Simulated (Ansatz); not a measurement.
Coupled-cluster diagnostics for B8N8H22, a nanocrystal cut from wurtzite BN (hydrogen-capped), Ansatz.

Geometry of the singlet (PBE-D4/def2-SVP):

```
atom    x (Å)    y (Å)    z (Å)
  B1   2.3926  -0.5553  -1.6634
  N2   1.1012  -0.4811  -2.6214
  N3   1.7986  -0.4829  -0.1905
  B4   1.0568   0.8883   0.0586
  B5  -0.2784  -0.3794  -1.8333
  N6  -0.2160   0.9017  -0.9203
  N7   0.4904   0.9599   1.5305
  B8  -0.2391   2.3469   1.7987
  B9  -1.5712   1.0468  -0.1325
 N10  -1.4725   2.3585   0.7645
 B11   0.8776  -1.7147   0.0946
 N12  -0.3873  -1.5999  -0.8611
 N13   0.3371  -1.5859   1.5859
 B14  -0.4623  -0.2368   1.8573
 B15  -1.7691  -1.5261  -0.0650
 N16  -1.6592  -0.1969   0.8121
 H17   3.1158   0.4151  -1.8812
 H18   2.9646  -1.6305  -1.8408
 H19   1.1795   0.3150  -3.2672
 H20   1.0662  -1.3036  -3.2371
 H21   2.6303  -0.5226   0.4132
 H22   1.8057   1.8336  -0.1645
 H23  -1.2044  -0.3319  -2.6373
 H24  -0.1378   1.7150  -1.5429
 H25   1.2810   0.9657   2.1883
 H26   0.5151   3.2836   1.5417
 H27  -0.6769   2.3838   2.9483
 H28  -2.5375   1.1386  -0.8835
 H29  -1.4183   3.1821   0.1515
 H30  -2.3601   2.4770   1.2695
 H31   1.4687  -2.7841  -0.0394
 H32  -0.4514  -2.4573  -1.4221
 H33   1.0930  -1.7174   2.2707
 H34  -0.3250  -2.3651   1.7358
 H35  -0.8576  -0.2184   3.0210
 H36  -2.7153  -1.4555  -0.8435
 H37  -1.8907  -2.5176   0.6739
 H38  -2.5439  -0.1489   1.3307
```

Correlated methods freeze 16 core orbitals.

Problem. Estimate the CCSD(T) correlation energy, the shares of MP2 and (T), T1 and the reference's ⟨S²⟩ for: charge 0, singlet, own geometry in def2-SVP; and the rough time on 2 threads of AMD EPYC 7R13 on a shared host and a share (18 GiB) of an NVIDIA H100 80GB HBM3.

Solution. 
| state | basis | correlation (eV) | MP2 share (%) | (T) share (%) | T1 | ⟨S²⟩ (pure) | wall time |
| --- | --- | --- | --- | --- | --- | --- | --- |
| charge 0, singlet, own geometry | def2-SVP | -64.723 | 91.0 | 3.2 | 0.010 | 0.00 (0.00) | 39 s |
Customary marks for T1 are 0.02 (closed shells), 0.045 (open shells) and about 0.05 (3d metals). T1 stays under 0.02 throughout.
